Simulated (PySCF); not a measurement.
# TDDFT excited states: CH8O3Si3

CH₈O₃Si₃.
Structure used (PBE0-D3(BJ)/def2-SVP), in Å, numbered top down from 1:
```xyz
15
CH8O3Si3 angstrom
C     -2.316    0.812   -0.506
Si    -0.870   -0.320   -0.751
O     -0.502   -1.097    0.679
Si     0.882   -1.190    1.590
O      2.037   -0.251    0.848
Si     2.002    0.686   -0.525
O      0.480    0.563   -1.177
H     -2.103    1.540    0.292
H     -2.536    1.366   -1.431
H     -3.214    0.241   -0.223
H     -1.122   -1.345   -1.800
H      1.355   -2.599    1.645
H      0.613   -0.662    2.953
H      2.272    2.102   -0.166
H      3.008    0.178   -1.493
```

Theory: TDDFT CAM-B3LYP/def2-SVPD, vertical, gas phase, core orbitals frozen in the response (PySCF 2.14.0, density-fitted response routines).

Question: List the vertical singlet excitations with oscillator strengths and describe the spectrum.

Answer: 

```tsv
state	E (eV)	λ (nm)	ν̃ (cm⁻¹)	f	main configurations (H = HOMO, L = LUMO)
S1	7.55	164.3	60870	0.016	H→L (46%), H→L+1 (27%), H-1→L+1 (10%)
S2	7.65	162.0	61730	0.0080	H→L+1 (38%), H→L (31%), H-2→L+2 (12%)
S3	7.79	159.2	62800	0.0014	H→L+2 (67%), H-2→L+1 (15%)
S4	8.19	151.4	66050	0.0001	H-2→L (42%), H-2→L+1 (29%), H→L+7 (16%)
S5	8.33	148.8	67200	0.027	H-1→L (67%)
S6	8.40	147.6	67750	0.0069	H-1→L+2 (37%), H→L+8 (19%), H-2→L (17%)
S7	8.47	146.4	68320	0.065	H→L+3 (29%), H→L+5 (21%), H-1→L+3 (20%)
S8	8.55	144.9	69000	0.126	H→L+5 (32%), H→L+3 (26%), H-2→L+4 (15%)
S9	8.60	144.2	69350	0.0003	H→L+4 (46%), H-1→L+2 (14%), H-2→L+5 (10%)
S10	8.71	142.3	70290	0.067	H-1→L+1 (66%), H→L+1 (11%)
```

Triplets (Tamm–Dancoff): T1 7.20 eV, H→L+1 (52%), H-1→L+1 (16%), H→L (8%); T2 7.34 eV, H→L (57%), H-2→L+2 (11%); T3 7.40 eV, H→L+2 (58%), H-2→L+1 (21%); T4 7.76 eV, H-2→L (37%), H→L+7 (22%), H-2→L+1 (20%).

The lowest singlet lies at 7.55 eV (164 nm, vacuum ultraviolet) and is weak; its leading configuration is HOMO→LUMO (46%). The strongest level in the table is S8 at 8.55 eV (145 nm, f = 0.126). Löwdin shares by element: HOMO oxygen 21% or more, carbon 10%, silicon 10% or more (atoms not listed hold the other 59%); LUMO silicon 58%, carbon 6% (atoms not listed hold the other 36%). The listed states span 1.17 eV, and the widest gap between neighbours is 0.40 eV (S3 to S4). Orbital energies (eV): HOMO-3 -11.21, HOMO-2 -10.43, HOMO-1 -10.36, HOMO -9.63, LUMO 0.98, LUMO+1 1.21, LUMO+2 1.51. Of the 10 states listed, 5 reach f = 0.01 and 2 stay under 0.0005. The vertical ionisation energy (ΔSCF) is 10.37 eV, 1.66 eV above S10. Only the lowest 10 singlets were computed, as vertical energies without vibronic structure.
